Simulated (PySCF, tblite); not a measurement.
Isomers of C4H10OSSi, one GFN2-xTB conformer each. Single-point energies are computed at PBE0/pcSseg-1 (PySCF, gas phase, no added dispersion term), electronic only.

Task: Rank them by PBE0/pcSseg-1 energy, lowest first (kJ/mol).
A. `[CH3:1][CH2:2][Si:3]1([OH:4])[CH2:5][S:6][CH2:7]1` with C1–C2–Si3–O4 -59°, C2–Si3–O4–H -178°
B. `[CH2:1]=[C:2]([CH3:3])[O:4][SiH2:5][S:6][CH3:7]` with C1–C2–O4–Si5 -1°, C2–O4–Si5–S6 60°, O4–Si5–S6–C7 171°
C. `[CH3:1][C@H:2]([SH:3])[C:4](=[O:5])[CH2:6][SiH3:7]` with C1–C2–S3–H -63°, C1–C2–C4–O5 25°, C2–C4–C6–Si7 91°

Result: A (0.0), B (61.6), C (150.0).

As drawn, the lowest has a four-membered ring, an O–H bond and an Si–O bond, which the highest lacks; the highest has a C=O bond and an S–H bond, which the lowest lacks. GFN2-xTB itself gives, in the same order: 114.8, 0.0, 164.6. GFN2-xTB puts C=C(C)O[SiH2]SC lowest instead; measured from each level's own lowest isomer, the values differ by up to 114.8 kJ/mol (CC[Si]1(O)CSC1: 114.8 against 0.0).

Task: Which frontier levels, dipoles and rotational constants go with these structures?

Result: 
| SMILES | HOMO (eV, PBE0/pcSseg-1) | LUMO (eV) | dipole (D) | A, B, C (MHz) |
| --- | --- | --- | --- | --- |
| CC[Si]1(O)CSC1 | -6.21 | 0.39 | 1.66 | 3309, 1089, 1030 |
| C=C(C)O[SiH2]SC | -6.79 | 0.02 | 1.27 | 4444, 856.8, 783.3 |
| C[C@H](S)C(=O)C[SiH3] | -7.02 | -0.90 | 1.83 | 2784, 974.8, 908.6 |

Task: What happens when harmonic zero-point energies from GFN2-xTB frequencies are added?

Result: 
```csv
SMILES,ZPE (kJ/mol),electronic (kJ/mol),with ZPE (kJ/mol)
CC[Si]1(O)CSC1,351.8,0.0,0.0
C=C(C)O[SiH2]SC,337.4,61.6,47.2
C[C@H](S)C(=O)C[SiH3],324.9,150.0,123.0
```

The zero-point energies span 26.9 kJ/mol. The order is unchanged.
